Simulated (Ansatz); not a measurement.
Computed with Ansatz on PBE0-D4/def2-TZVP structures; ΔE is electronic, products minus reactants. CCSD(T)/CBS is the MP2 limit (def2-TZVPP, def2-QZVPP) plus CCSD(T) − MP2 in def2-TZVPP, frozen cores. Functionals use def2-TZVPP. B3LYP here is the variant with VWN-RPA as its local correlation; programs differ in this. For Ge outer-core shells are correlated without core-valence functions, which leaves a few kJ/mol of doubt a bond. Scalar relativity is left out up to krypton. One conformer a species, not always the lowest.

Reaction (ligand exchange at a Ge–N bond): `[NH2][GeH2][NH][SiH](N)F` + `FCS` → `[NH2][GeH2][S]CF` + `N[SiH](N)F`

| level | ΔE (kJ/mol) | difference from CCSD(T)/CBS |
| --- | --- | --- |
| PBE-D4 | -36.4 | -8.9 |
| r2SCAN-D4 | -34.5 | -7.0 |
| PBE0-D4 | -33.6 | -6.1 |
| B3LYP-D4 | -29.7 | -2.2 |
| ωB97X-V | -27.7 | -0.2 |
| ωB97M-V | -28.8 | -1.3 |
| B2PLYP | -30.5 | -3.0 |
| PBE | -39.4 | -11.9 |
| r2SCAN | -35.4 | -7.9 |
| PBE0 | -36.3 | -8.8 |
| B3LYP | -34.3 | -6.8 |
| HF/def2-TZVPP | -27.0 | 0.5 |
| MP2/def2-TZVPP | -26.4 | 1.1 |
| SCS-MP2/def2-TZVPP | -24.4 | 3.1 |
| CCSD/def2-TZVPP | -23.2 | 4.3 |
| CCSD(T)/def2-TZVPP | -23.8 | 3.7 |
| HF/def2-QZVPP | -26.5 | 1.0 |
| MP2/def2-QZVPP | -28.3 | -0.8 |
| SCS-MP2/def2-QZVPP | -26.3 | 1.2 |
| HF/CBS(def2) | -26.4 | 1.1 |
| MP2/CBS(def2) | -30.1 | -2.6 |
| CCSD/CBS(def2) | -26.9 | 0.6 |
| CCSD(T)/CBS | -27.5 | 0 |

Largest T1 diagnostic among the species: 0.012.

The D4 term adds +4.6 kJ/mol with B3LYP and +2.7 kJ/mol with PBE0; it sums over pairs of atoms, weighted by their polarisabilities, and B3LYP, whose exchange is more repulsive, gets the larger term. From PBE to PBE0 (25 % exact exchange), in def2-TZVPP and without D4, ΔE moves by +3.1 kJ/mol.
